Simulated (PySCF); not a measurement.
PBE0 on Hf⁻ (hafnium, charge -1), [Xe] 4f14 5d3 6s2, high-spin 4F determinant. All numbers are calculated (PySCF 2.14, a scalar-relativistic core potential, in aug-cc-pVTZ-PP with ECP60MDF (6s6p5d3f2g, 88 functions)).

```
cycle= 1 E= -48.4209163816055  delta_E= -0.013  |g|= 0.032  |ddm|= 0.926
cycle= 2 E= -48.4213092273842  delta_E= -0.000393  |g|= 0.0607  |ddm|= 0.314
cycle= 3 E= -48.4249762399492  delta_E= -0.00367  |g|= 0.01  |ddm|= 0.154
cycle= 4 E= -48.4254562335828  delta_E= -0.00048  |g|= 0.0058  |ddm|= 0.174
cycle= 5 E= -48.42550858415  delta_E= -5.24e-05  |g|= 0.000975  |ddm|= 0.0242
cycle= 6 E= -48.4255125519156  delta_E= -3.97e-06  |g|= 0.000205  |ddm|= 0.0128
cycle= 7 E= -48.4255126152816  delta_E= -6.34e-08  |g|= 6.08e-06  |ddm|= 0.000997
cycle= 8 E= -48.4255126155472  delta_E= -2.66e-10  |g|= 3.75e-06  |ddm|= 0.000125
converged SCF energy = -48.4255126155472  <S^2> = 3.7691009  2S+1 = 4.0095391
```

Highest occupied orbital energy: 1.256 eV; ⟨L²⟩ = 12.02; populations by l: s 4.00, p 6.00, d 3.00, f 0.00.

**Question.** Can this result be used?

**Answer.** With care. The run converged. Energies and moments cover only the electrons outside the core potential. Spin-orbit coupling, absent here, splits the open shell strongly. The configuration of this anion was assumed by filling the next shell in order. It is not the known or likely ground configuration (Ca⁻, Sr⁻ and Ba⁻, for instance, bind a p electron), so these values are not the electron affinity of the element. At PBE0 the highest occupied level has a positive energy, so only the finite basis holds that electron.
